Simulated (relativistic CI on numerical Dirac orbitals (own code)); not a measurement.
Radial parameters of Pt⁷⁺

Method of calculation: Dirac-Coulomb-Breit CI, separate exchange-only KLI orbitals for each configuration, a model potential for QED, unscaled Slater integrals (own radial code, finite nucleus).

Slater integrals F^k, G^k are unscaled and averaged over j, outside the closed core [Kr] 4d10 4f14; ζ comes from projecting the Hamiltonian with its Breit term on Σ l·s of the shell.

- 5s2.5p6.5d3: F^2(5d,5d) = 81169, F^4(5d,5d) = 54987, ζ(5d) = 6425 cm⁻¹; <r>(5d) = 1.306, <r^2>(5d) = 1.928 (bohr units).
- 5s2.5p6.5d2.6s: F^2(5d,5d) = 81608, F^4(5d,5d) = 55285, ζ(5d) = 6680.7, G^2(5d,6s) = 24900 cm⁻¹; <r>(5d) = 1.297, <r^2>(5d) = 1.904, <r>(6s) = 1.95, <r^2>(6s) = 4.216 (bohr units).
- 5s2.5p6.5d2.5f: F^2(5d,5d) = 81711, F^4(5d,5d) = 55365, ζ(5d) = 6711.8, F^2(5d,5f) = 52023, F^4(5d,5f) = 32277, G^1(5d,5f) = 56278, G^3(5d,5f) = 34835, G^5(5d,5f) = 24835, ζ(5f) = 191.56 cm⁻¹; <r>(5d) = 1.296, <r^2>(5d) = 1.9, <r>(5f) = 2.019, <r^2>(5f) = 4.635 (bohr units).

(1) Give the Racah parameters of the d shell in 5s2.5p6.5d3.

In this model ζ of a weakly bound d, f or g electron outside closed shells comes out too small, for d by up to a factor of two or three and at times with the wrong sign; that of an outer p electron is too small as well.

Averages of the first 10 configurations, taken without configuration mixing, which lowers the lowest level and can move excited configurations by several eV; other configurations of the list can lie among them:

```
   Configuration  Parity  States  Average energy above the lowest level (eV)
     5s2.5p6.5d3    even     120                                         5.2
  5s2.5p6.5d2.6s    even      90                                        26.3
  5s2.5p6.5d2.5f     odd     630                                        54.8
  5s2.5p6.5d2.6p     odd     270                                        40.2
     5s2.5p5.5d4     odd    1260                                        65.9
5s2.5p6.5d.6s.6p     odd     120                                        62.7
  5s2.5p6.5d2.5g    even     810                                        76.9
5s2.5p6.5d.5f.6s     odd     280                                        77.9
  5s2.5p6.5d2.6d    even     450                                        58.3
  5s2.5p6.5d2.7s    even      90                                        63.4
```

Answers

(1) B = F²/49 − 5F⁴/441 = 1033 cm⁻¹ and C = 35F⁴/441 = 4364 cm⁻¹.
